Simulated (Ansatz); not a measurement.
Two isomers of CH6BrNOSi: A = `CO[SiH](N)Br`, B = `CN[SiH](O)Br`.

Isolated molecules relaxed with PBE0-D4/def2-TZVP in Ansatz; ΔE leaves out vibrations. CBS: MP2 limit from def2 TZ/QZ plus the TZ coupled-cluster correction, frozen cores. DFT in def2-TZVPP. B3LYP here is the variant with VWN-RPA as its local correlation; programs differ in this. For Br outer-core shells are correlated without core-valence functions, which leaves a few kJ/mol of doubt a bond. Scalar relativity is left out up to krypton. Each species was taken in one conformer, which may not be the lowest.

A:

Z-matrix (Å, degrees):
```
C
O 1 1.411
H 1 1.091 2 108.0
H 1 1.094 2 111.0 3 -119.4
H 1 1.096 2 111.5 3 119.3
Si 2 1.631 1 124.5 3 -174.3
Br 6 2.229 2 107.6 1 -58.4
N 6 1.689 2 112.9 1 -177.4
H 6 1.479 2 110.0 1 59.5
H 8 1.007 6 120.8 2 -80.1
H 8 1.006 6 121.7 2 72.6
```

B:

Z-matrix (Å, degrees):
```
C
N 1 1.451
H 1 1.093 2 110.8
H 1 1.095 2 112.8 3 121.9
H 1 1.092 2 109.5 3 -118.4
Si 2 1.697 1 124.3 3 148.5
H 2 1.009 1 113.7 3 -59.1
Br 6 2.226 2 114.2 1 56.9
O 6 1.637 2 111.2 1 -58.7
H 6 1.478 2 106.9 1 175.9
H 9 0.960 6 115.4 2 -48.2
```

Q: Which isomer does CCSD(T)/CBS put lower? Give the gap. (Estimate.)

A: Ansatz gave: B, by 15.3 kJ/mol.

Q: Give E(B) − E(A) in kJ/mol with PBE-D4, CCSD(T)/def2-TZVPP, B3LYP, MP2/def2-TZVPP, r2SCAN-D4, ωB97M-V, HF/def2-TZVPP. (An estimate is asked.)

A: Ansatz gave: PBE-D4 -15.2, CCSD(T)/def2-TZVPP -14.6, B3LYP -10.8, MP2/def2-TZVPP -16.8, r2SCAN-D4 -13.3, ωB97M-V -12.9, HF/def2-TZVPP -7.6. None reverses the order clearly.

Largest T1 diagnostic: 0.009.

In def2-TZVPP, CCSD(T) changes the Hartree–Fock value by −7.0 kJ/mol (the triples alone add −0.5 kJ/mol) and MP2 by −9.2 kJ/mol.
